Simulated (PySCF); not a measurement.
PySCF input (M06-L/def2-TZVPD):

```python
from pyscf import gto, scf, dft

mol = gto.M(
    atom='''
    C     0.02862427    0.77403521   -0.04928916
    C    -0.73380022   -0.43145510    0.23926106
    C     0.68523912   -0.35673882   -0.07459244
    H     0.04451260    1.84469036   -0.15404392
    H    -1.54549687   -0.89019712   -0.32345270
    H     1.62060524   -0.86954100   -0.21478018
    ''',
    basis='def2-tzvpd',
    charge=0,
    spin=1,
    verbose=4,
)

mf = dft.UKS(mol, xc='m06l').density_fit(auxbasis='def2-universal-jkfit')
mf.grids.level = 4
mf.conv_tol = 1e-9
mf.max_cycle = 100
mf.max_memory = 1500
mf.kernel()
if not mf.converged:
    mf = mf.newton()
    mf.kernel(mf.make_rdm1())
for _ in range(2):
    mo, _, stable, _ = mf.stability(return_status=True)
    if stable:
        break
    mf.kernel(mf.make_rdm1(mo, mf.mo_occ))
mf.analyze()
```

End of the output:

```
Extra cycle  E= -115.985476658726  delta_E= 7.25e-12  |g|= 5.57e-06  |ddm|= 4.41e-05
converged SCF energy = -115.985476658726  <S^2> = 0.75498477  2S+1 = 2.0049786
uhf_internal: lowest eigs of H = [0.30880023 0.38045829 0.41562175]
<class 'pyscf.df.df_jk.DFUKS'> wavefunction is stable in the internal stability analysis
**** SCF Summaries ****
Total Energy =                        -115.985476658725503
Nuclear Repulsion Energy =              58.193920266614185
One-electron Energy =                 -269.743898494887105
Two-electron Energy =                   95.564501569547403
Two-electron Coulomb Energy =          112.905006915832189
DFT Exchange-Correlation Energy =      -17.340505346284786
HOMO-LUMO gap [eV] =                     2.218972353381798
**** MO energy ****
                             alpha | beta                alpha | beta
MO #1   energy= -10.0804089803194  | -10.0791585803665  occ= 1 | 1
MO #2   energy= -10.0795395378516  | -10.078271816743   occ= 1 | 1
MO #3   energy= -10.0630879768371  | -10.0513171200091  occ= 1 | 1
MO #4   energy= -0.857139475555286 | -0.846183238864032 occ= 1 | 1
MO #5   energy= -0.554408413939208 | -0.540085264448633 occ= 1 | 1
MO #6   energy= -0.545203323209248 | -0.53386229272531  occ= 1 | 1
MO #7   energy= -0.476061895655572 | -0.46208004687406  occ= 1 | 1
MO #8   energy= -0.366062017471492 | -0.339657719004197 occ= 1 | 1
MO #9   energy= -0.309750937850709 | -0.295914227845787 occ= 1 | 1
MO #10  energy= -0.287916544082493 | -0.27804617351079  occ= 1 | 1
MO #11  energy= -0.132016204631231 | -0.0504704740407026 occ= 1 | 0
MO #12  energy= -0.0408848781968629 | -0.0311878339693882 occ= 0 | 0
MO #13  energy= 0.0209223458303064 | 0.0244169124535027 occ= 0 | 0
MO #14  energy= 0.0299490856005487 | 0.033112417001049  occ= 0 | 0
MO #15  energy= 0.038460530452412  | 0.0493469682982818 occ= 0 | 0
MO #16  energy= 0.0932129354910053 | 0.0943141763499469 occ= 0 | 0
MO #17  energy= 0.114359371969541  | 0.119625229219274  occ= 0 | 0
MO #18  energy= 0.114843876565255  | 0.11970105370166   occ= 0 | 0
MO #19  energy= 0.124371233271554  | 0.128263246337909  occ= 0 | 0
MO #20  energy= 0.140442998921828  | 0.145292483070157  occ= 0 | 0
MO #21  energy= 0.165409692180048  | 0.170761612588023  occ= 0 | 0
MO #22  energy= 0.172317005623597  | 0.184678323053695  occ= 0 | 0
MO #23  energy= 0.188535137180426  | 0.192167366950695  occ= 0 | 0
MO #24  energy= 0.189592369765307  | 0.195326587086577  occ= 0 | 0
MO #25  energy= 0.204112959817335  | 0.204591560587221  occ= 0 | 0
MO #26  energy= 0.23711440091956   | 0.237941459244943  occ= 0 | 0
MO #27  energy= 0.237426189711305  | 0.23958849018735   occ= 0 | 0
MO #28  energy= 0.245796677506236  | 0.246882097166856  occ= 0 | 0
MO #29  energy= 0.246570452095003  | 0.250151103116501  occ= 0 | 0
MO #30  energy= 0.247114857002413  | 0.257631420160656  occ= 0 | 0
MO #31  energy= 0.255387166259307  | 0.25966903289186   occ= 0 | 0
MO #32  energy= 0.275408708132409  | 0.275310150098237  occ= 0 | 0
MO #33  energy= 0.277340090044367  | 0.284692331950958  occ= 0 | 0
MO #34  energy= 0.317891852688925  | 0.320361338852084  occ= 0 | 0
MO #35  energy= 0.320906153260459  | 0.324714488216677  occ= 0 | 0
MO #36  energy= 0.332186947479587  | 0.341860235804904  occ= 0 | 0
MO #37  energy= 0.34962101370922   | 0.354356651859665  occ= 0 | 0
MO #38  energy= 0.366482204538185  | 0.371566242430944  occ= 0 | 0
MO #39  energy= 0.369217166560086  | 0.378526248760368  occ= 0 | 0
MO #40  energy= 0.395767569080062  | 0.400053525868538  occ= 0 | 0
MO #41  energy= 0.399906702330431  | 0.402221208465411  occ= 0 | 0
MO #42  energy= 0.408712198136886  | 0.404790073044064  occ= 0 | 0
MO #43  energy= 0.437256806381949  | 0.440517849379353  occ= 0 | 0
MO #44  energy= 0.439430528350022  | 0.444211846785992  occ= 0 | 0
MO #45  energy= 0.461830445462148  | 0.465490887744826  occ= 0 | 0
MO #46  energy= 0.503419243236832  | 0.50302550868597   occ= 0 | 0
MO #47  energy= 0.504543852145916  | 0.507628643305224  occ= 0 | 0
MO #48  energy= 0.512592077954215  | 0.525795405605719  occ= 0 | 0
MO #49  energy= 0.542080914439968  | 0.551951463743477  occ= 0 | 0
MO #50  energy= 0.552516593371299  | 0.558242722313459  occ= 0 | 0
MO #51  energy= 0.570084188406873  | 0.571729886697551  occ= 0 | 0
MO #52  energy= 0.577813820320289  | 0.588592865704905  occ= 0 | 0
MO #53  energy= 0.581158739444633  | 0.609316754232763  occ= 0 | 0
MO #54  energy= 0.629339708452978  | 0.639867504895051  occ= 0 | 0
MO #55  energy= 0.659352213338285  | 0.674336878586012  occ= 0 | 0
MO #56  energy= 0.677094004186952  | 0.679501065966435  occ= 0 | 0
MO #57  energy= 0.686474078133368  | 0.684030880597793  occ= 0 | 0
MO #58  energy= 0.715466729228779  | 0.71237263827431   occ= 0 | 0
MO #59  energy= 0.732387071860921  | 0.725565411080049  occ= 0 | 0
MO #60  energy= 0.775741079780907  | 0.776578441129633  occ= 0 | 0
MO #61  energy= 0.817828242337303  | 0.822217762325323  occ= 0 | 0
MO #62  energy= 0.851560076082787  | 0.864338907404807  occ= 0 | 0
MO #63  energy= 0.877480718301843  | 0.888585783151701  occ= 0 | 0
MO #64  energy= 0.926135601523104  | 0.927056168999435  occ= 0 | 0
MO #65  energy= 1.03528775898216   | 1.04777110298542   occ= 0 | 0
MO #66  energy= 1.08222226282601   | 1.0836486905273    occ= 0 | 0
MO #67  energy= 1.12027147171694   | 1.13060324435893   occ= 0 | 0
MO #68  energy= 1.14554536598619   | 1.1540640828979    occ= 0 | 0
MO #69  energy= 1.18945172823075   | 1.20232365308801   occ= 0 | 0
MO #70  energy= 1.20080967539097   | 1.22322662098298   occ= 0 | 0
MO #71  energy= 1.23471799399888   | 1.24534088275247   occ= 0 | 0
MO #72  energy= 1.28910548288739   | 1.29701204172931   occ= 0 | 0
MO #73  energy= 1.3287819046855    | 1.33814524753816   occ= 0 | 0
MO #74  energy= 1.38926321597577   | 1.39259502286819   occ= 0 | 0
MO #75  energy= 1.464183841986     | 1.46758473104283   occ= 0 | 0
MO #76  energy= 1.58652469358112   | 1.60631738469663   occ= 0 | 0
MO #77  energy= 1.7578583124721    | 1.77751934511094   occ= 0 | 0
MO #78  energy= 1.80564493916479   | 1.80633177154665   occ= 0 | 0
MO #79  energy= 1.81578355457926   | 1.81851793293975   occ= 0 | 0
MO #80  energy= 1.81788961022888   | 1.82110335388284   occ= 0 | 0
MO #81  energy= 1.82016280086473   | 1.83290769162573   occ= 0 | 0
MO #82  energy= 1.85503278698238   | 1.87624821848416   occ= 0 | 0
MO #83  energy= 1.88364900424081   | 1.88413926854635   occ= 0 | 0
MO #84  energy= 1.93113483055728   | 1.93295545326524   occ= 0 | 0
MO #85  energy= 2.02191026018148   | 2.02213781155817   occ= 0 | 0
MO #86  energy= 2.03739507625012   | 2.03700338434397   occ= 0 | 0
MO #87  energy= 2.07095620419425   | 2.06973029103514   occ= 0 | 0
MO #88  energy= 2.1780004996288    | 2.18688537845819   occ= 0 | 0
MO #89  energy= 2.22746840983586   | 2.2325492868188    occ= 0 | 0
MO #90  energy= 2.2657711281114    | 2.25981445031857   occ= 0 | 0
MO #91  energy= 2.30186872327978   | 2.29848184938224   occ= 0 | 0
MO #92  energy= 2.31741906404765   | 2.31232383628086   occ= 0 | 0
MO #93  energy= 2.39311512574828   | 2.38352739109524   occ= 0 | 0
MO #94  energy= 2.52253197372323   | 2.54315944304195   occ= 0 | 0
MO #95  energy= 2.57731076536816   | 2.57667850495228   occ= 0 | 0
MO #96  energy= 2.57783745758688   | 2.60423418124586   occ= 0 | 0
MO #97  energy= 2.66842543131514   | 2.6727911457921    occ= 0 | 0
MO #98  energy= 2.6801917023029    | 2.68651976136811   occ= 0 | 0
MO #99  energy= 2.73735631193321   | 2.74981133976699   occ= 0 | 0
MO #100 energy= 2.74606346560948   | 2.76774509903623   occ= 0 | 0
MO #101 energy= 2.755168450481     | 2.76932620034382   occ= 0 | 0
MO #102 energy= 2.80482015273776   | 2.82096744180692   occ= 0 | 0
MO #103 energy= 2.82639844851995   | 2.83278280965737   occ= 0 | 0
MO #104 energy= 2.92870237481743   | 2.92688088205313   occ= 0 | 0
[...]
```

It need not be the lowest isomer of its formula.
